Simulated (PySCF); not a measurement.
C4H4Cl2. Atoms are numbered in the order given.

```xyz
10

C     -2.0076    -0.0114     2.5013
C     -1.2822    -0.4611     1.6434
C     -0.3876    -0.9914     0.6188
C      0.5141     0.0790    -0.0001
Cl     1.6970    -0.7004    -1.1070
Cl    -0.4479     1.3212    -0.8615
H     -2.6576     0.3858     3.2579
H      0.2677    -1.7647     1.0534
H     -0.9603    -1.4725    -0.1911
H      1.0965     0.6075     0.7626
```
Charge 0, spin multiplicity 1.

The structure is a stationary point at B3LYP-D3(BJ)/def2-SVP. The values are those of a single conformer.

The numbers are results of PySCF with PBE/pcSseg-1, not measurements.

GIAO shieldings, no solvent; atoms listed in one row are averaged. δ = σ(ref) − σ: ¹³C against TMS (σ = 182.0 ppm); ³⁵Cl against HCl (σ = 936.5 ppm); ¹H against TMS (σ = 31.49 ppm), references at their B3LYP-D3(BJ)/def2-TZVP geometries, non-relativistic (without spin–orbit terms, shifts of atoms bonded to Cl or Br come out too high).

Computed chemical shifts:
| nucleus | atoms | count | δ (ppm) |
|---|---|---|---|
| ¹³C | C4 | 1 | 95.8 |
| ¹³C | C2 | 1 | 81.9 |
| ¹³C | C1 | 1 | 78.0 |
| ¹³C | C3 | 1 | 41.3 |
| ³⁵Cl | Cl5 | 1 | 325.9 |
| ³⁵Cl | Cl6 | 1 | 308.9 |
| ¹H | H10 | 1 | 6.18 |
| ¹H | H8, H9 | 2 | 3.21 |
| ¹H | H7 | 1 | 2.16 |
